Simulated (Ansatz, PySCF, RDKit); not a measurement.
Complex: HF (SMILES F) (first 2 atoms) with SiH4 (SMILES [SiH4]); geometry from B3LYP-D3(BJ)/def2-TZVP, rigid monomers moved along the line of their centres of mass till H2···H4 is 3.12 Å.
(charge 0, multiplicity 1):
```json
[
 {"atom": "F", "x (Å)": "-0.2022", "y (Å)": "-0.4294", "z (Å)": "-0.4678"},
 {"atom": "H", "x (Å)": "-0.1008", "y (Å)": "-0.7705", "z (Å)": "0.3912"},
 {"atom": "Si", "x (Å)": "0.0244", "y (Å)": "0.3655", "z (Å)": "4.4474"},
 {"atom": "H", "x (Å)": "0.1101", "y (Å)": "-0.7867", "z (Å)": "3.5067"},
 {"atom": "H", "x (Å)": "1.1121", "y (Å)": "1.3137", "z (Å)": "4.1327"},
 {"atom": "H", "x (Å)": "0.1780", "y (Å)": "-0.1667", "z (Å)": "5.8175"},
 {"atom": "H", "x (Å)": "-1.2940", "y (Å)": "1.0108", "z (Å)": "4.2847"}
]
```

Monomers are frozen at their geometry in the pair; levels with a basis set take the counterpoise correction. RDKit's UFF carries no charges.

Programs: Ansatz (a program for electronic structure); PySCF for the dispersion terms; RDKit for the force fields. Values without a source in brackets are computed.

Task: What is the computed interaction energy (UFF)?

Result: -9 meV
